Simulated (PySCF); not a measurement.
C2H6N2OSi, SMILES N[Si@H](C)N=C=O. The structure is a stationary point at B3LYP-D3(BJ)/def2-SVP. The structure was generated by enumeration; whether it is a known compound was not checked. The values are those of a single conformer.

Computed equilibrium geometry at B3LYP-D3(BJ)/def2-SVP (PySCF confirms it by a frequency run) as Cartesian coordinates in Å (one conformer of several):
```xyz
12

C     -1.8627    -1.2186     0.1363
Si    -0.7981     0.1504    -0.5564
N     -1.4262     1.6782    -0.0635
N      0.8315    -0.1499    -0.0045
C      1.9576    -0.3045     0.3731
O      3.0609    -0.4594     0.7460
H     -1.8816    -1.1754     1.2378
H     -1.4666    -2.2050    -0.1515
H     -2.8976    -1.1341    -0.2306
H     -0.7308     0.1549    -2.0399
H     -1.0733     2.5322    -0.4856
H     -1.6702     1.8369     0.9101
```
Charge 0, spin multiplicity 1.
